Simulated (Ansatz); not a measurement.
Input for Ansatz (a program for electronic structure): U-PBE0/def2-TZVPP on SN-, 2S+1 = 3, a spin state set in the input, which need not be the lowest. Charge -1.

Ansatz 0.2 input:
```yaml
crystal:
  periodic: [false, false, false]
  atoms:
    - {symbol: N, position_ang: [0.00000000, 0.00000000, 0.00000000]}
    - {symbol: S, position_ang: [0.00000000, 0.00000000, 1.67200000]}
basis:
  gaussian:
    orbitals: def2-TZVPP
hamiltonian:
  xc: {name: PBE0}
total_charge: -1
magnetization: {spin_polarized: true, initial_magnetization: 2}
relax: {f_tol: 0.002, max_steps: 120}
```

Task: What total energy does the run end on?

Result: -452.7392 hartree.

Task: How many basis functions does it have, and what does it roughly cost on one machine?

Result: 73 functions; about 7 core-seconds (a rough figure).
